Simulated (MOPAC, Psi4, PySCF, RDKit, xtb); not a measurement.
Two geometries of SMILES C(#C)C[SiH2]N, relaxed at B3LYP-D3(BJ)/def2-SVP with one dihedral held; other torsions can differ between them too.

Structure A

```
12

C     -2.0688     0.8463    -1.5166
C     -1.3297    -0.0498    -1.1690
C     -0.4156    -1.0852    -0.7140
Si     0.7424    -0.4627     0.6715
N      1.1483    -1.8015     1.7041
H     -2.7304     1.6312    -1.8287
H     -0.9781    -1.9391    -0.2969
H      0.1846    -1.4747    -1.5551
H      0.0260     0.5155     1.5334
H      1.8968     0.2284     0.0125
H      1.3701    -1.6066     2.6763
H      1.7304    -2.5605     1.3606
```

Structure B

```
12

C      2.0851     0.7911    -1.5746
C      1.3149    -0.0602    -1.1825
C      0.3787    -1.0450    -0.6669
Si    -0.7393    -0.3861     0.7529
N     -0.3014     1.2544     1.0288
H      2.7732     1.5256    -1.9469
H      0.9265    -1.9262    -0.2911
H     -0.2747    -1.4067    -1.4795
H     -2.1737    -0.5162     0.3526
H     -0.5533    -1.2968     1.9292
H     -0.6944     1.8380     1.7570
H      0.5701     1.6141     0.6522
```

**Question.** Which is lower in energy at the level DF-MP2 (frozen core)/cc-pVTZ // B3LYP-D3(BJ)/def2-SVP (Psi4), and by how much?

**Answer.** A is lower, by 0.38 kcal/mol (dihedral C2–C3–Si4–N5: 150° in A, 0° in B).

E(B) − E(A) in kcal/mol at the other levels, on the same two geometries: MMFF94 // B3LYP-D3(BJ)/def2-SVP (RDKit) 3.91; PBE0/def2-TZVP // B3LYP-D3(BJ)/def2-SVP (Psi4) 0.44; PBE0-D3(BJ)/def2-TZVP // B3LYP-D3(BJ)/def2-SVP (Psi4) 0.17; PBE/def2-TZVP // B3LYP-D3(BJ)/def2-SVP (Psi4) 0.54; PBE-D3(BJ)/def2-TZVP // B3LYP-D3(BJ)/def2-SVP (Psi4) 0.25; wB97X-D/def2-TZVP // B3LYP-D3(BJ)/def2-SVP (Psi4) 0.21; HF/cc-pVTZ // B3LYP-D3(BJ)/def2-SVP (Psi4) 1.07; UFF // B3LYP-D3(BJ)/def2-SVP (RDKit) 6.91; PM6, restricted, heats of formation // B3LYP-D3(BJ)/def2-SVP (MOPAC) -1.32; AM1, restricted, heats of formation // B3LYP-D3(BJ)/def2-SVP (MOPAC) -0.75; GFN1-xTB // B3LYP-D3(BJ)/def2-SVP (xtb) -1.19; restricted B3LYP/6-31G*, spherical d // B3LYP-D3(BJ)/def2-SVP (PySCF) 0.54; restricted Hartree-Fock/STO-3G // B3LYP-D3(BJ)/def2-SVP (PySCF) 2.67; restricted LDA (SVWN5)/6-31G*, spherical d // B3LYP-D3(BJ)/def2-SVP (PySCF) -0.49; restricted B3LYP/3-21G // B3LYP-D3(BJ)/def2-SVP (PySCF) -0.84.
